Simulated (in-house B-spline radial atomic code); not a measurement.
How numerical settings move a run on F III (F2+), [He] 2s2 2p3. Computed with an all-electron radial atomic-structure program (B-spline basis): Dirac-Kohn-Sham PBE0, spherical fractional occupations, Fermi nucleus of rms radius 2.8976 fm.

Command:
```bash
python run_scf.py task.json out
```
Settings of the sound reference run:
```
Z                9
electrons        7
configuration    [He] 2s2 2p3
hamiltonian      dirac
method           pbe0
spin_polarised   False
nucleus          fermi
rms_radius       2.8976
mass_number      19
atomic_mass      18.9984
speed_of_light   137.036
knot_spacing     0.22
spline_order     8
gauss_points     12
box_radius       22.22
max_iterations   70
damping          0.5
damped_steps     3
diis_vectors     10
tolerance        1e-08
start            Thomas-Fermi
```

Run time, properties included: 0.98 s on 1 thread of Arm Neoverse V1, on a shared host.

It converges in 8 iterations to -97.467664 hartree, with 2p3/2 at -49.229 eV. The other runs change the listed settings, some to values that make no sense; their results aren't properties of the atom or ion. Radii are in bohr (the nuclear one in fm), a minus after a letter asks for a j subshell, and «unchanged» means within 1e-8 hartree. The run stops when the residual is below 10 × tolerance × max(1, Z/10), or a noise floor if that is larger, and the energy moves by less than 1e-8 × √|E| hartree; so very loose and very tight tolerances often act alike.

```tsv
changed settings	outcome
knot_spacing = 0.55, spline_order = 7, max_iterations = 5, damping = 0.8	not converged after 5 iterations, last residual 5.2e-02, last energy +1.74e-02 hartree from the reference
gauss_points = 3	converged in 8 iterations, energy +2.78e-06 hartree from the reference, 2p3/2 level +4.4e-06 eV
method = hf, speed_of_light = 8.098828	converged in 10 iterations to -112.9614 hartree, a different physical problem
electrons = 15, configuration = [He] 2s2 2p3 4s2 4p6, max_iterations = 50	converged in 12 iterations to -96.9946 hartree, a different physical problem (warning: 4s1/2 has a positive eigenvalue: unbound, held by the box)
box_radius = 6.67	converged in 8 iterations, energy +9.90e-08 hartree from the reference, 2p3/2 level +1.0e-05 eV
electrons = 10, configuration = [He] 2s2 2p3 3s3, max_iterations = 100	stopped with error: shell 3s holds at most 2 electrons
box_radius = 1.33	converged in 7 iterations, energy +5.14e+00 hartree from the reference, 2p3/2 level +4.9e+01 eV (the program warns: 2p3/2 reaches the box edge; 1s1/2 reaches the box edge)
box_radius = 0.89	converged in 7 iterations, energy +2.48e+01 hartree from the reference, 2p3/2 level +1.7e+02 eV (the program warns: 2p3/2 has a positive eigenvalue: unbound, held by the box; 2s1/2 has a positive eigenvalue: unbound, held by the box)
gauss_points = 16	converged in 8 iterations, energy unchanged
max_iterations = 75, tolerance = 0.0001, start = bare nucleus	converged in 8 iterations, energy unchanged, 2p3/2 level +1.1e-05 eV
gauss_points = 6	converged in 8 iterations, energy unchanged, 2p3/2 level +4.3e-07 eV
```

(1) What happens with box_radius = 4.44?

(2) What happens with knot_spacing = 1.4, max_iterations = 75, damping = 0.8, start = bare nucleus?

(3) What happens with first_knot = 0.333, max_iterations = 100, diis_vectors = 20, start = bare nucleus?

(4) What happens with box_radius = 2.22?

Results:

(1) Converged in 8 iterations, energy +2.12e-04 hartree from the reference, 2p3/2 level +1.2e-02 eV (the program warns: 2p3/2 reaches the box edge; 2s1/2 reaches the box edge).

(2) Converged in 9 iterations, energy +1.33e+00 hartree from the reference, 2p3/2 level -2.4e-01 eV (the program warns: 1s1/2 reaches the box edge).

(3) Converged in 8 iterations, energy +1.34e-01 hartree from the reference, 2p3/2 level +5.0e-01 eV.

(4) Converged in 8 iterations, energy +2.92e-01 hartree from the reference, 2p3/2 level +5.4e+00 eV (the program warns: 2p3/2 reaches the box edge; 2s1/2 reaches the box edge).
